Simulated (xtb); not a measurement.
Input file for xtb: GFN-FF on C2H7Ga (SMILES [CH3][GaH][CH3]).

```
$ xtb mol.xyz --gfnff --sp --chrg 0 --uhf 0
10

C     -1.72156636    -0.21406939     0.26413803
Ga    -0.00261943     0.70095091    -0.11452498
C      1.72389128    -0.27365060    -0.18245588
H     -2.44369557    -0.00826250    -0.52941769
H     -1.60557475    -1.29322449     0.36254967
H     -2.15124694     0.17480380     1.19112972
H     -0.00934118     2.26141280    -0.37298044
H      2.13571444    -0.22292521    -1.19405844
H      1.62057036    -1.32231526     0.09574928
H      2.45386815     0.19727994     0.47987074
```

**Question.** What total energy does the run end on?

**Answer.** -1.2172 hartree.
